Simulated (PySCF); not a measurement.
## Excitation energy of B⁺ by level of theory

B⁺ [He] 2s2 (1S) → B⁺ [He] 2s1 2p1 (3P), as a difference of total energies. Calculation: PySCF 2.14, in aug-cc-pwCVTZ; the non-relativistic Hamiltonian (point nucleus). Correlated levels: valence: 1s2 frozen; valence and next inner shell: nothing frozen. The calculations carry no spin-orbit coupling.

```tsv
method	excitation energy (eV)	error (eV)
UHF	3.143	-1.488
LDA	4.088	-0.543
PBE	3.984	-0.647
PBE0	3.946	-0.685
r2SCAN	3.621	-1.010
HSE06	3.930	-0.701
BHandHLYP	4.107	-0.524
CAM-B3LYP	4.150	-0.481
wB97X	3.956	-0.675
MP2 (valence)	4.065	-0.566
SCS-MP2 (valence)	4.328	-0.303
MP2 (valence and next inner shell)	4.066	-0.565
SCS-MP2 (valence and next inner shell)	4.334	-0.297
```

Reference: 4.631 eV (measured; NIST levels, between the centres of gravity of the two terms).

Errors of the correlated levels include the incompleteness of this basis and the frozen core.
